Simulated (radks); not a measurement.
Task: The silicon ion Si11+, [He] 2s1. All-electron calculation, non-relativistic Kohn-Sham, LDA (Slater exchange, Perdew-Wang correlation), spin-polarised, spherical densities, point nucleus. Program: a radial shooting solver on a logarithmic mesh with Libxc functionals. Every spin shell is full or empty, so the densities are truly spherical. Functionals are evaluated on that one density, not self-consistently. Rank these exchange functionals by their error against the exact value of the orbitals, and give that value: LDA, PBEsol, OPTX, AM05, G96, EV93, APBE, revTPSS, SCAN, r2SCAN, MS2, TASK.

Result: Exact: -9.69592 hartree. From best to worst, with 100 (|E| - |E exact|)/|E exact| (equal figures are ties): G96 -0.15, APBE +0.19, SCAN -0.21, revTPSS +0.21, OPTX -0.22, r2SCAN -0.26, MS2 +0.35, TASK -1.84, EV93 +4.17, PBEsol -5.61, AM05 -10.34, LDA -13.21.
